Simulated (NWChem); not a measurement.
System: CH2N cation; SMILES C#[NH+]

The following NWChem deck was run.

```
start job
memory heap 200 mb stack 900 mb global 1100 mb
charge 1
geometry units angstroms noautosym nocenter noautoz
  C     -0.000289     0.595843     0.000000
  N      0.000538    -0.532715     0.000000
  H     -0.000787     1.678940     0.000000
  H      0.002959    -1.547745     0.000000
end
basis spherical
  * library 6-31g*
end
dft
  xc b3lyp
  iterations 150
end
cosmo
  do_cosmo_smd true
  solvent dmso
end
task dft energy
```

Coordinates come from a PBE0-D3(BJ)/def2-TZVP optimisation. Solvent: dimethyl sulfoxide.

Level: B3LYP/6-31G* with SMD (1 M gas to 1 M solution), gas-phase geometry. Reactions with the solvent are ignored.

Q: Give the results of this calculation. (B3LYP/6-31G* (spherical d), SMD on the gas-phase geometry.) Quantities: solvation free energy (kcal/mol); cavity-dispersion-structure term (kcal/mol).

A: 
| Quantity | Result |
|---|---|
| solvation free energy (kcal/mol) | -74.8 |
| cavity-dispersion-structure term (kcal/mol) | 2.9 |
